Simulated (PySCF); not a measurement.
What settings do to a single point of [Pb(BH4)3]+

The sound run of [Pb(BH4)3]+ (singlet) uses PySCF 2.14.0, RKS TPSS, Pb def2-SVP with ECP60, B def2-SVP, H def2-SVP; non-relativistic Hamiltonian with scalar-relativistic core potentials where named; density fitting; no spin-orbit coupling, grid (50, 194), threshold 1e-8 Eh and 55 cycles, at the relaxed geometry:

```xyz
16

Pb    0.6074    0.0000    0.0414
B    -0.1698    0.0000    2.3009
H    -1.5943    0.0000    2.5463
H     0.1084    1.0778    2.7384
H    -1.4927    0.0000    1.7248
H     0.1084   -1.0778    2.7384
B    -0.7539    0.0000   -2.0090
H    -0.3073    0.0000   -3.1326
H    -0.2109   -1.0862   -1.5392
H    -1.9138    0.0000   -1.6801
H    -0.2109    1.0862   -1.5392
B     3.0288    0.0000   -0.4306
H     3.6840    0.0000    0.5805
H     2.3147   -1.0922   -0.3812
H     3.4049    0.0000   -1.5778
H     2.3147    1.0922   -0.3812
```

There Pb1 has a Mulliken charge of 0.61 e and the dipole about the centre of mass is 5.07 D. Each run below changes one thing and starts from free metal ions and neutral atoms unless it says otherwise; with 55 cycles, smearing, a level shift and second-order steps follow where DIIS fails, and their cycles count. Energy shifts count from the sound run.

```tsv
change	outcome	cycles	energy shift (eV)	largest force component (eV/Å)	charge on Pb1 (e)	dipole about the centre of mass (D)
grid (40, 110)	converged	10	0.0252	0.04	0.61	5.07
spin (2S) set to 12, limit 64 cycles	not converged	29	–	–	–	–
threshold 0.0001	converged	7	0.0000	0.02	0.61	5.06
start from a density of up to 30 smeared cycles (not counted)	converged	7	0.0000	0.02	0.61	5.07
```

(1) How does the run with this change end: H8 put 1.1 Å from Pb1, limit 99 cycles?

Unsound on purpose, so not properties of the compound: H8 put 1.1 Å from Pb1, limit 99 cycles.

Forces carry noise of the integration grid, about 0.01 to 0.03 eV/Å.

On relaxing from the template, bonds within or between ligands changed, so the formula names the start rather than the bonding at the end. No frequency check is given that shows the relaxed geometry to be a minimum.

Answers

(1) outcome converged, cycles 10, energy shift (eV) 13.16, largest force component (eV/Å) 42.45, charge on Pb1 (e) 0.81, dipole about the centre of mass (D) 4.21.
